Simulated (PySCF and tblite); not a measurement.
The numbers below are computed, except where a source is named.
2 diastereomers of C6H11FO, numbered alike:

```json
{"isomer": "A", "SMILES": "[CH3:1][C@@H:2]1[CH2:3][CH2:4][C@H:5]([F:6])[CH2:7][O:8]1", "descriptors (one enantiomer)": "2R, 5S"}
{"isomer": "B", "SMILES": "[CH3:1][C@H:2]1[CH2:3][CH2:4][C@H:5]([F:6])[CH2:7][O:8]1", "descriptors (one enantiomer)": "2S, 5S"}
```

Protocol: conformer search, at most 3 conformers an isomer, GFN2-xTB geometries, energies B3LYP/def2-SVP (IEF-PCM, benzene) (D3(BJ) added where defined), GIAO shieldings wB97X-D/pcSseg-1 (IEF-PCM, benzene), weights at 298.15 K with GFN2-xTB thermal terms. Programs: PySCF with density fitting and tblite.

Question: What shifts does each isomer give (ppm; of two unlike H on one atom, a is the less shielded)?

Answer: 
A: ¹H (against TMS): 4.61 (H5, 1H), 4.44 (H7a, 1H), 3.64 (H7b, 1H), 3.35 (H2, 1H), 2.18 (H4a, 1H), 1.74 (H3a, 1H), 1.56 (H4b, 1H), 1.27 (H3b, 1H), 1.27 (H1, 3H). ¹³C (against TMS): 89.5 (C5), 76.8 (C2), 74.2 (C7), 32.7 (C4), 31.2 (C3), 24.8 (C1).

B: ¹H (against TMS): 4.69 (H5, 1H), 4.35 (H7a, 1H), 3.49 (H7b, 1H), 3.32 (H2, 1H), 2.24 (H4a, 1H), 1.62 (H4b, 1H), 1.54 (H3a, 1H), 1.26 (H3b, 1H), 1.22 (H1, 3H). ¹³C (against TMS): 91.2 (C5), 77.0 (C2), 74.2 (C7), 35.5 (C3), 34.8 (C4), 24.2 (C1).

Question: Which carbons tell the isomers apart best?

Answer: C3: 31.2 in A, 35.5 in B; C4: 32.7 in A, 34.8 in B ppm.

Shifts are unscaled: against experiment ¹³C can be off by 15 ppm or more and ¹H by 0.8 ppm.
